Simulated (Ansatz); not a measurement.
`CSC([SiH3])S` + `O[Si]1(Cl)CO1` → `[SiH3]O[Si]1(Cl)CO1` + `CSCS`  (ligand exchange at the Si–C bond)

Program: Ansatz. Geometries: PBE0-D4/def2-TZVP. ΔE: electronic, gas phase. CCSD(T)/CBS is the MP2 limit (def2-TZVPP, def2-QZVPP) plus CCSD(T) − MP2 in def2-TZVPP, frozen cores. One conformer a species, not always the lowest.

```
              species  CCSD(T)/CBS(def2) energy (Eh)
       `CSC([SiH3])S`                    -1165.53679
      `O[Si]1(Cl)CO1`                     -939.15161
`[SiH3]O[Si]1(Cl)CO1`                    -1229.47073
               `CSCS`                     -875.26018
```

(1) Work out ΔE.

Largest T1 diagnostic among the species: 0.012.

Answers

(1) ΔE = (-1229.47073) + (-875.26018) − (-1165.53679) − (-939.15161) = -0.04251 Eh = -26.7 kcal/mol.

The D4 term adds +1.4 kcal/mol with B3LYP and +0.7 kcal/mol with PBE0; it sums over pairs of atoms, weighted by their polarisabilities, and B3LYP, whose exchange is more repulsive, gets the larger term. From PBE to PBE0 (25 % exact exchange), in def2-TZVPP and without D4, ΔE moves by −1.6 kcal/mol.

B3LYP here is the variant with VWN-RPA as its local correlation; programs differ in this.
